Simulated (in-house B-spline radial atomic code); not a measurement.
Ionisation energies along the 14-electron series, configuration 1s2 2s2 2p6 3s2 3p1/2(2), as differences of self-consistent energies. Dirac energy differences include first-order Breit, QED and recoil terms. NIST's values go from ground level to ground level; the uncertainty of those that are theory runs from under 0.1 % in few-electron ions to several per cent in heavy many-electron ones. Computed with a B-spline radial code for spherical atoms: Dirac-Hartree-Fock, jj configuration that fills j = l - 1/2 first, finite nuclei.

A number in brackets counts the electrons of a j subshell.

```csv
ion,configuration after,ionisation energy (eV),IE/(q+1)² (eV),-ε less Coulomb ΔSCF (eV),Breit and QED recoil part (eV),tabulated value (eV),tabulated kind,computed minus tabulated (eV)
Ba42+,[Ne] 3s2 3p1/2(1),3264.6,1.7656,0.52991,-3.6778,3266,tabulated theory,-1
La43+,[Ne] 3s2 3p1/2(1),3415.2,1.7641,0.5332,-3.934,3416,tabulated theory,-1
Ce44+,[Ne] 3s2 3p1/2(1),3569.6,1.7628,0.53655,-4.203,3570,tabulated theory,0
Pr45+,[Ne] 3s2 3p1/2(1),?,?,?,?,?,tabulated theory,?
Nd46+,[Ne] 3s2 3p1/2(1),3889.8,1.7609,0.54348,-4.7816,3891,tabulated theory,-1
Pm47+,[Ne] 3s2 3p1/2(1),4055.7,1.7603,0.54706,-5.0921,4056,tabulated theory,0
Sm48+,[Ne] 3s2 3p1/2(1),4225.4,1.7599,0.55071,-5.4174,4227,tabulated theory,-2
Eu49+,[Ne] 3s2 3p1/2(1),4399.1,1.7597,0.55445,-5.7582,4400,tabulated theory,-1
Gd50+,[Ne] 3s2 3p1/2(1),4576.9,1.7597,0.55827,-6.1149,4578,tabulated theory,-1
Tb51+,[Ne] 3s2 3p1/2(1),4758.6,1.7598,0.56219,-6.4883,4760,tabulated theory,-1
Dy52+,[Ne] 3s2 3p1/2(1),4944.4,1.7602,0.5662,-6.8787,4945,tabulated theory,-1
Ho53+,[Ne] 3s2 3p1/2(1),5134.3,1.7607,0.5703,-7.287,5135,tabulated theory,-1
Er54+,[Ne] 3s2 3p1/2(1),5328.5,1.7615,0.57451,-7.7138,5329,tabulated theory,-1
Tm55+,[Ne] 3s2 3p1/2(1),5526.8,1.7624,0.57882,-8.1598,5527,tabulated theory,0
Yb56+,[Ne] 3s2 3p1/2(1),5729.4,1.7634,0.58324,-8.6255,5731,tabulated theory,-2
Lu57+,[Ne] 3s2 3p1/2(1),?,?,?,?,?,tabulated theory,?
Hf58+,[Ne] 3s2 3p1/2(1),?,?,?,?,?,tabulated theory,?
Ta59+,[Ne] 3s2 3p1/2(1),6363.5,1.7677,0.5972,-10.15,6364,tabulated theory,0
W60+,[Ne] 3s2 3p1/2(1),6583.9,1.7694,0.6021,-10.703,6596,semi-empirical,-12
Re61+,[Ne] 3s2 3p1/2(1),6808.8,1.7713,0.60714,-11.28,6810,tabulated theory,-1
Os62+,[Ne] 3s2 3p1/2(1),7038.3,1.7733,0.61231,-11.882,7039,tabulated theory,-1
```

(1) Fill in the row of Pr45+.

(2) Fill in the row of Lu57+.

(3) Fill in the row of Hf58+.

Answers

(1) ionisation energy (eV): 3727.8; IE/(q+1)² (eV): 1.7617; -ε less Coulomb ΔSCF (eV): 0.53998; Breit and QED recoil part (eV): -4.4854; tabulated value (eV): 3729; computed minus tabulated (eV): -1.

(2) ionisation energy (eV): 5936.4; IE/(q+1)² (eV): 1.7647; -ε less Coulomb ΔSCF (eV): 0.58777; Breit and QED recoil part (eV): -9.1119; tabulated value (eV): 5937; computed minus tabulated (eV): -1.

(3) ionisation energy (eV): 6147.7; IE/(q+1)² (eV): 1.7661; -ε less Coulomb ΔSCF (eV): 0.59243; Breit and QED recoil part (eV): -9.6197; tabulated value (eV): 6149; computed minus tabulated (eV): -1.
